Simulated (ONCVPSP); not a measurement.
# scandium (Sc) ONCV: all-electron and pseudo phase curves

```json
{
 "Element": "scandium (Sc)",
 "Generator": "ONCVPSP 4.0.1",
 "Type": "optimised norm-conserving Vanderbilt (ONCV)",
 "Functional": "LDA (Perdew-Wang 92)",
 "Relativity": "scalar-relativistic",
 "Frozen core": "[Ne]",
 "Valence charge": "11",
 "Reference configuration": "3s2 3p6 3d1 4s2",
 "Partial waves": "3s+4s: rc 2.05 bohr, ncon 4, nbas 7, qcut 5.8 1/bohr, 2 projectors; 3p: rc 1.15 bohr, ncon 4, nbas 7, qcut 6.6 1/bohr, 3 projectors, debl 3.5 Ha; 3d: rc 2.90 bohr, ncon 5, nbas 10, qcut 4.8 1/bohr, 2 projectors, debl 3.3 Ha",
 "Local potential": "polynomial inside 1.10 bohr (lpopt 5, dvloc0 1 Ha)",
 "Core correction": "none"
}
```

The phase is arctan(r·R′/R) of the radial function R(r), unwrapped; energies in Ha, scanned from -4 to 5 Ha. A pole is an energy at which the radial function vanishes at the test radius. The pseudo phase is shifted by a multiple of π to meet the all-electron one at the reference energy, and phase errors are pseudo minus all-electron; the curves can meet again beyond the range given. Levels narrower than the energy grid can be missing from the lists of poles.

```json
{"channel": "s", "radius (bohr)": "2.08", "reference energy (Ha)": "-0.16", "poles, all-electron": "-1.88, 3.18", "poles, pseudo": "-1.88, 3.05", "unbroken range about the reference energy with phases within 0.05 rad": "below 4.1", "phase error 1 Ha above the reference energy (rad)": "-0.002"}
{"channel": "p", "radius (bohr)": "1.16", "reference energy (Ha)": "-1.23", "poles, all-electron": "2.23", "poles, pseudo": "2.23", "unbroken range about the reference energy with phases within 0.05 rad": "the whole range", "phase error 1 Ha above the reference energy (rad)": "-0.000"}
{"channel": "d", "radius (bohr)": "2.94", "reference energy (Ha)": "-0.13", "poles, all-electron": "-0.01, 1.79, 4.87", "poles, pseudo": "-0.01, 1.97", "unbroken range about the reference energy with phases within 0.05 rad": "below 0.2", "phase error 1 Ha above the reference energy (rad)": "+0.293"}
```

Phases in the p channel:

```json
{"E (Ha)": "-3.98", "all-electron": "0.752", "pseudo": "0.752"}
{"E (Ha)": "-3.74", "all-electron": "0.662", "pseudo": "0.662"}
{"E (Ha)": "-3.50", "all-electron": "0.552", "pseudo": "0.552"}
{"E (Ha)": "-3.26", "all-electron": "0.417", "pseudo": "0.417"}
{"E (Ha)": "-3.02", "all-electron": "0.255", "pseudo": "0.255"}
{"E (Ha)": "-2.78", "all-electron": "0.065", "pseudo": "0.065"}
{"E (Ha)": "-2.54", "all-electron": "-0.142", "pseudo": "-0.142"}
{"E (Ha)": "-2.30", "all-electron": "-0.352", "pseudo": "-0.352"}
{"E (Ha)": "-2.06", "all-electron": "-0.548", "pseudo": "-0.548"}
{"E (Ha)": "-1.82", "all-electron": "-0.718", "pseudo": "-0.718"}
{"E (Ha)": "-1.58", "all-electron": "-0.861", "pseudo": "-0.861"}
{"E (Ha)": "-1.34", "all-electron": "-0.977", "pseudo": "-0.977"}
{"E (Ha)": "-1.10", "all-electron": "-1.072", "pseudo": "-1.072"}
{"E (Ha)": "-0.86", "all-electron": "-1.151", "pseudo": "-1.151"}
{"E (Ha)": "-0.62", "all-electron": "-1.215", "pseudo": "-1.215"}
{"E (Ha)": "-0.38", "all-electron": "-1.270", "pseudo": "-1.270"}
{"E (Ha)": "-0.14", "all-electron": "-1.316", "pseudo": "-1.316"}
{"E (Ha)": "0.10", "all-electron": "-1.356", "pseudo": "-1.356"}
{"E (Ha)": "0.34", "all-electron": "-1.391", "pseudo": "-1.391"}
{"E (Ha)": "0.58", "all-electron": "-1.422", "pseudo": "-1.422"}
{"E (Ha)": "0.82", "all-electron": "-1.449", "pseudo": "-1.449"}
{"E (Ha)": "1.06", "all-electron": "-1.474", "pseudo": "-1.474"}
{"E (Ha)": "1.30", "all-electron": "-1.497", "pseudo": "-1.497"}
{"E (Ha)": "1.54", "all-electron": "-1.518", "pseudo": "-1.518"}
{"E (Ha)": "1.78", "all-electron": "-1.537", "pseudo": "-1.537"}
{"E (Ha)": "2.02", "all-electron": "-1.556", "pseudo": "-1.556"}
{"E (Ha)": "2.26", "all-electron": "-1.573", "pseudo": "-1.573"}
{"E (Ha)": "2.50", "all-electron": "-1.590", "pseudo": "-1.590"}
{"E (Ha)": "2.74", "all-electron": "-1.606", "pseudo": "-1.606"}
{"E (Ha)": "2.98", "all-electron": "-1.622", "pseudo": "-1.622"}
{"E (Ha)": "3.22", "all-electron": "-1.638", "pseudo": "-1.638"}
{"E (Ha)": "3.46", "all-electron": "-1.653", "pseudo": "-1.653"}
{"E (Ha)": "3.70", "all-electron": "-1.669", "pseudo": "-1.669"}
{"E (Ha)": "3.94", "all-electron": "-1.685", "pseudo": "-1.685"}
{"E (Ha)": "4.18", "all-electron": "-1.701", "pseudo": "-1.701"}
{"E (Ha)": "4.42", "all-electron": "-1.718", "pseudo": "-1.718"}
{"E (Ha)": "4.66", "all-electron": "-1.736", "pseudo": "-1.736"}
{"E (Ha)": "4.90", "all-electron": "-1.755", "pseudo": "-1.755"}
```
